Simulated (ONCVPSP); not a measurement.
**What one change does to a pseudopotential (Cd (Z = 48), ONCV)**

cadmium, optimised norm-conserving Vanderbilt (ONCV), made with ONCVPSP 4.0.1 (PBEsol, scalar-relativistic). Core [Ar] 3d10 4s2, reference 4p6 4d10 5s1.75 5p0.25. Waves: 5s: rc 2.40 bohr, ncon 4, nbas 8, qcut 2.8 1/bohr, 2 projectors, debl 0.7 Ha; 4p+5p: rc 1.50 bohr, ncon 4, nbas 8, qcut 11.6 1/bohr, 2 projectors; 4d: rc 1.50 bohr, ncon 3, nbas 7, qcut 10.1 1/bohr, 2 projectors, debl 1.2 Ha. Local part: polynomial inside 1.25 bohr (lpopt 1, dvloc0 0 Ha). Core correction: none.

Change: s: qcut 1.7; p: qcut 7.2; d: qcut 6.2.

Cutoffs: the cutoffs (Ha) at which the residual kinetic energy of the hardest occupied pseudo-wave falls to 1 and 0.1 mHa per electron; they do not see the model core or the augmentation charge, which bear on the density cutoff. Errors are all-electron minus pseudo energies relative to the spin-unpolarised reference configuration.

Task: Predict the effect on cutoff, ghosts and configuration errors.

Result: The potential gets harder (34 Ha and 41 Ha → 79 Ha and 137 Ha); both files keep a bound ghost (s); of the 3 tests that both files solve, the error grows in 1 and shrinks in 1 by more than 15 % and 0.3 meV (median size 4.4 → 2.4 meV).

| quantity | base | changed |
| --- | --- | --- |
| cutoff, loose | 34 Ha | 79 Ha |
| cutoff, tight | 41 Ha | 137 Ha |
| loose cutoff by channel | s 4.4 Ha, p 30 Ha, d 34 Ha | s 24 Ha, p 20 Ha, d 79 Ha |
| bound ghosts | s | s |
| GHOST(+) flags under 300 eV | none | none |
| tests with a reliable result | 3 of 4 | 3 of 4 |
| error for 4p6 4d10 5s2 5p0, meV [ΔE -1.15 eV] | -0.1 | 0.0 |
| error for 4p6 4d10 5s1 5p0, meV [ΔE 8.16 eV] | -4.4 | -2.4 |
| error for 4p6 4d9 5s2 5p1, meV [ΔE 11.50 eV] | -11 | +26 |
| s: phases at 2.44 bohr within 0.05 rad from the reference energy up to (Ha; the scan ends near 5) | n/a | n/a |
| p: phases at 1.52 bohr within 0.05 rad from the reference energy up to (Ha; the scan ends near 5) | to the end of the scan | to the end of the scan |
| d: phases at 1.52 bohr within 0.05 rad from the reference energy up to (Ha; the scan ends near 5) | to the end of the scan | to the end of the scan |

 A true bound ghost makes a file unfit for plane-wave use even where its test errors are small: the radial tests pick states by their node count and pass the ghost by.
